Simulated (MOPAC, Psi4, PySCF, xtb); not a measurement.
Torsional profile of H3FSeSi, SMILES F[SiH2][SeH], singlet. Scanned: dihedral F1–Si2–Se3–H6; all other coordinates were relaxed at B3LYP-D3(BJ)/def2-SVP. Points at φ and −φ are mirror images. Heavy atoms are numbered in the order of the SMILES F[SiH2][SeH], hydrogens after them in the order of the atoms that carry them; the mirror image has the same energies with the sign of each dihedral reversed.

Levels of theory: PM3, restricted, heats of formation // B3LYP-D3(BJ)/def2-SVP (MOPAC); GFN1-xTB // B3LYP-D3(BJ)/def2-SVP (xtb); RMP2/3-21G = restricted MP2 (frozen core)/3-21G // B3LYP-D3(BJ)/def2-SVP (PySCF 2.14.0); MP2/cc-pVTZ = DF-MP2 (frozen core)/cc-pVTZ // B3LYP-D3(BJ)/def2-SVP (Psi4).

Energies relative to the lowest point of each profile, in kcal/mol:

| φ / ° | PM3 | GFN1-xTB | RMP2/3-21G |
|---|---|---|---|
| -150 | 0.89 | 0.78 | 2.40 |
| -120 | 0.65 | 1.74 | 1.39 |
| -90 | 0.19 | 1.54 | 0.02 |
| -60 | 0.00 | 0.96 | 0.00 |
| -30 | 0.23 | 0.98 | 1.63 |
| 0 | 0.36 | 1.23 | 2.64 |
| 30 | 0.23 | 0.98 | 1.63 |
| 60 | 0.00 | 0.96 | 0.00 |
| 90 | 0.19 | 1.54 | 0.02 |
| 120 | 0.65 | 1.74 | 1.39 |
| 150 | 0.89 | 0.78 | 2.40 |
| 180 | 0.94 | 0.00 | 2.72 |

**Question.** What does MP2/cc-pVTZ give at the same points?

**Answer.** -150: 1.70; -120: 0.98; -90: 0.00; -60: 0.10; -30: 1.53; 0: 2.48; 30: 1.53; 60: 0.10; 90: 0.00; 120: 0.98; 150: 1.70; 180: 1.86 (kcal/mol).
